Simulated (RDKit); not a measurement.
A run for RDKit: UFF on C2H6O (SMILES COC).

```python
from rdkit import Chem
from rdkit.Chem import AllChem, rdDetermineBonds

blocks = [
'''9

C     1.16843479    0.05594520   -0.08347369
O    -0.03586435    0.25603559   -0.78782223
C    -1.17244197   -0.02750951   -0.00406621
H     1.27191246   -0.98633562    0.24716626
H     1.23028691    0.70658625    0.79926055
H     1.98680880    0.29679253   -0.76029760
H    -1.17890514   -1.07371009    0.33030254
H    -2.04980029    0.15288402   -0.62336745
H    -1.22053120    0.61921164    0.88239782
''',
]
mol = None
for b in blocks:
    f = Chem.MolFromXYZBlock(b)
    rdDetermineBonds.DetermineBonds(f, charge=0)
    mol = f if mol is None else Chem.CombineMols(mol, f)
Chem.SanitizeMol(mol)
print(Chem.MolToSmiles(Chem.RemoveHs(mol)))
ff = AllChem.UFFGetMoleculeForceField(mol, vdwThresh=100.0, ignoreInterfragInteractions=False)
e = ff.CalcEnergy()
print(f'UFF energy {e:.6f} kcal/mol')
```

Program output:

```
COC
UFF energy 6.377798 kcal/mol
```

The run finished.

Cost: around 0.03 core-seconds (rough).
